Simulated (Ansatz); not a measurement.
Mulliken charges of `O[SiH](O)[SiH](F)F` from r2SCAN/def2-TZVPP in Ansatz (PBE0-D4/def2-TZVP geometry).

```
atom   x (Å)   y (Å)   z (Å)  charge (e)
  O1  -1.432   1.014   0.839      -0.402
 Si2  -0.319  -0.185   0.650       0.541
  O3  -1.077  -1.586   0.275      -0.405
 Si4   1.037   0.238  -1.222       0.712
  F5   1.716   1.670  -1.030      -0.321
  F6   2.225  -0.824  -1.294      -0.314
  H7  -1.274   1.671   1.519       0.209
  H8   0.470  -0.290   1.913      -0.118
  H9  -1.713  -1.950   0.893       0.201
 H10   0.366   0.242  -2.544      -0.102
```

**Question.** By hand: the dipole of these point charges (1 e Å = 4.8032 D).

**Answer.** Σ q r = (-0.375, -0.006, 0.301) e Å, of length 0.481 e Å = 2.31 D.

**Question.** How does the dipole of the full density compare? (Best estimate.)

**Answer.** Ansatz gave: (-0.396, 0.023, 0.493) e Å, 3.04 D; the point charges give 0.76 times that, at 13° from its direction.

Point charges leave out the atoms' own dipoles, such as those of lone pairs, and Mulliken's split depends on the basis, so the two needn't agree.
